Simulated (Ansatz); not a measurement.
C3H10BN can be A, `BCC(C)N`, or B, `CCBCN`.

Computed with Ansatz on PBE0-D4/def2-TZVP structures; ΔE is electronic, products minus reactants. CCSD(T)/CBS adds triple-zeta CCSD(T) − MP2 to the extrapolated MP2 energy (def2 sets, frozen cores). DFT in def2-TZVPP. B3LYP here is the variant with VWN-RPA as its local correlation; programs differ in this. One conformer a species, not always the lowest.

A:

```xyz
15

B    -0.199   -1.116   -1.820
C    -0.566    0.082   -0.912
C    -0.259   -0.012    0.574
C     1.246    0.002    0.817
N    -0.984    1.036    1.285
H     0.059   -2.193   -1.359
H    -0.230   -1.000   -3.012
H    -0.199    1.032   -1.327
H    -1.663    0.152   -1.044
H    -0.654   -0.968    0.937
H     1.472   -0.071    1.884
H     1.685    0.933    0.443
H     1.742   -0.833    0.313
H    -0.763    1.011    2.274
H    -0.689    1.946    0.947
```

B:

Z-matrix (Å, degrees):
```
C
C 1 1.523
H 1 1.093 2 112.0
H 1 1.093 2 111.4 3 -120.2
H 1 1.093 2 111.4 3 120.2
B 2 1.560 1 118.8 3 180.0
H 2 1.100 1 110.7 3 55.3
H 2 1.102 1 110.5 3 -57.5
C 6 1.555 2 123.2 1 -0.7
H 6 1.205 2 117.7 1 -178.0
N 9 1.452 6 116.1 2 169.4
H 9 1.114 6 102.9 2 -64.9
H 9 1.099 6 109.4 2 44.5
H 11 1.011 9 111.0 6 41.7
H 11 1.011 9 112.2 6 162.4
```

Question: Which is lower in electronic energy at CCSD(T)/CBS, and by how much? (An estimate is asked.)

Answer: The calculation gave: B, by 5.6 kcal/mol.

Question: Give E(B) − E(A) in kcal/mol with CCSD(T)/def2-TZVPP, B3LYP-D4, HF/def2-TZVPP, B3LYP, r2SCAN-D4, PBE0-D4, ωB97M-V. (Best estimate.)

Answer: Computed: CCSD(T)/def2-TZVPP -5.3, B3LYP-D4 -6.9, HF/def2-TZVPP -5.7, B3LYP -7.7, r2SCAN-D4 -7.0, PBE0-D4 -7.2, ωB97M-V -6.4. None reverses the order clearly.

Largest T1 diagnostic: 0.010.

The D4 term adds +0.8 kcal/mol with B3LYP and +0.4 kcal/mol with PBE0; it sums over pairs of atoms, weighted by their polarisabilities, and B3LYP, whose exchange is more repulsive, gets the larger term.
